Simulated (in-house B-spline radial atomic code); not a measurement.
A fraction x of an electron is removed from 2p in the aluminium ion Al³⁺, starting from [He] 2s2 2p6 and keeping the highest spin. All numbers are computed (non-relativistic BLYP, spin-polarised, spherical fractional occupations; point nucleus) with an all-electron radial atomic-structure program (B-spline basis), not measured.

| x | E(x) - E(0) (eV) | 2p down level (eV) |
| --- | --- | --- |
| 0 | 0.0000 | -104.178 |
| 0.08 | 8.4354 | -106.710 |
| 0.17 | 18.1682 | -109.579 |
| 0.34 | 37.2610 | -115.054 |
| 0.47 | 52.4928 | -119.289 |
| 0.5 | 56.0862 | -120.272 |
| 0.56 | 63.3617 | -122.246 |
| 0.67 | 77.0087 | -125.885 |
| 0.87 | 102.8532 | -132.576 |
| 0.98 | 117.6408 | -136.294 |
| 1 | 120.3735 | -136.973 |

The exact functional would give a straight line between the two integer points. Deviations E(x) - E(0) - x[E(1) - E(0)], in eV: -1.194 at x = 0.08, -2.295 at x = 0.17, -3.666 at x = 0.34, -4.083 at x = 0.47, -4.101 at x = 0.5, -4.047 at x = 0.56, -3.642 at x = 0.67, -1.872 at x = 0.87, -0.325 at x = 0.98.

The curve lies below the straight line by up to 4.101 eV (at x = 0.5): convex, the delocalisation error that favours fractional charges.

Question: How well does Slater's transition state (minus the level at half occupation) give the ionisation energy?

Answer: It gives 120.272 eV against 120.374 eV from the two total energies; NIST lists 119.99 eV, ground level to ground level.
